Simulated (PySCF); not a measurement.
SbCl⁺: frontier orbitals

r²SCAN at R = 2.271 Å; basis Sb cc-pVDZ-PP with ECP28, Cl cc-pV(D+d)Z; scalar-relativistic core potentials; PySCF 2.14. State: ²Π (doublet), unpaired electrons π ↑. Only the outer orbitals are listed, counted within each symmetry, core potentials removing the inner ones.

| spin | orbital | occ. | ε (eV) | on Sb (%) | main shells (%) |
| --- | --- | --- | --- | --- | --- |
| α | 7σ | 1 | -28.19 | 11 | 87 Cl s |
| α | 8σ | 1 | -21.35 | 79 | 79 Sb s, 11 Cl p, 10 Cl s |
| α | 9σ | 1 | -15.97 | 40 | 58 Cl p, 27 Sb p, 12 Sb s |
| α | 4π | 1 | -15.21 | 16 | 84 Cl p, 14 Sb p |
| α | 4π | 1 | -15.17 | 20 | 80 Cl p, 18 Sb p |
| α | 5π | 1 | -12.04 | 82 | 81 Sb p, 18 Cl p |
| α | 5π | 0 | -11.63 | 85 | 85 Sb p, 14 Cl p |
| α | 10σ | 0 | -8.31 | 78 | 72 Sb p, 22 Cl p |
| α | 11σ | 0 | -1.03 | 95 | 75 Sb s, 10 Sb d, 10 Sb p |
| β | 7σ | 1 | -28.09 | 10 | 88 Cl s |
| β | 8σ | 1 | -20.59 | 76 | 76 Sb s, 14 Cl p, 9 Cl s |
| β | 9σ | 1 | -15.75 | 43 | 56 Cl p, 26 Sb p, 15 Sb s |
| β | 4π | 1 | -15.17 | 13 | 86 Cl p, 12 Sb p |
| β | 4π | 1 | -14.79 | 10 | 90 Cl p, 8 Sb p |
| β | 5π | 0 | -11.23 | 88 | 88 Sb p, 12 Cl p |
| β | 5π | 0 | -10.07 | 91 | 91 Sb p, 8 Cl p |
| β | 10σ | 0 | -7.85 | 79 | 72 Sb p, 20 Cl p |

Which are the highest filled and the lowest empty level, where do they sit, and how wide is the gap?

Highest filled α 5π at -12.04 eV (in %: 81 Sb p, 18 Cl p); lowest empty α 5π at -11.63 eV (in %: 85 Sb p, 14 Cl p); the gap at r²SCAN is 0.41 eV. Both belong to one degenerate shell, split only by its one-sided filling, so this is no excitation gap.

```json
{"bond order (Mayer)": "1.51", "⟨S²⟩": "0.755", "charge on Sb (Mulliken, basis-dependent)": "1.01", "charge on Sb (Löwdin, basis-dependent)": "0.95", "dipole moment (positive dipole points towards Cl; it is taken about the centre of mass and depends on that origin)": "-1.83 D"}
```

Spin–orbit coupling is left out. The state is the lowest determinant that a PBE0 search found; another state may lie lower at other levels.
